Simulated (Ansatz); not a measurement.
System: sum formula SiBr3Cl, charge 0, multiplicity 1. 
Coordinates optimised at B3LYP-D3(BJ)/def2-TZVP (Ansatz, a first-principles code):
```xyz
5

Cl    -0.2971    -1.3066     1.9245
Si    -0.0388    -0.1708     0.2515
Br    -1.6666    -0.5981    -1.1758
Br     1.9057    -0.6630    -0.6683
Br    -0.0792     1.9641     0.8088
```
Charge 0, spin multiplicity 1.

Basis-set convergence of Hartree-Fock and CCSD correlation energies (hartree) with Ansatz. Cores are frozen in the correlated levels unless marked. Spin-orbit coupling is left out. The frozen core is the preceding noble-gas configuration, with the filled d and f shells of earlier blocks. No relativistic terms.

```tsv
basis	functions	E(HF)	E(corr, CCSD)
def2-SVP	132	-8464.69256	-0.61902
def2-TZVPP	228	-8465.90704	-0.83361
def2-QZVPP	407	-8466.07654	-0.91267
```

Extrapolating the two largest sets (X = 3 and 4) as X^-3: E(corr) = (64·(-0.91267) - 27·(-0.83361))/37 = -0.9704 Eh, an estimate of the basis-set limit. The largest set recovers 94.1 % of it, the smallest 63.8 %.
